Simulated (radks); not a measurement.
The numbers below are computed, except where a source is named.
Task: Ionisation of Li, [He] 2s1, to Li+, [He], under several functionals. Non-relativistic Kohn-Sham, spin-polarised, spherical densities, point nucleus; open shells are filled with parallel spins first; a radial shooting solver on a logarithmic mesh with Libxc functionals. The NIST Atomic Spectra Database gives 5.392 eV (measured). Rank these functionals by the error of their Delta-SCF ionisation energy: exchange-only PBE; LDA (Slater exchange, Perdew-Wang correlation); Wu-Cohen GGA; BLYP; LDA (Slater exchange, VWN5 correlation); OLYP.

Result: From best to worst: exchange-only PBE 5.407 eV (+0.015); LDA (Slater exchange, Perdew-Wang correlation) 5.472 eV (+0.081); LDA (Slater exchange, VWN5 correlation) 5.473 eV (+0.082); Wu-Cohen GGA 5.500 eV (+0.108); BLYP 5.530 eV (+0.139); OLYP 5.576 eV (+0.184).
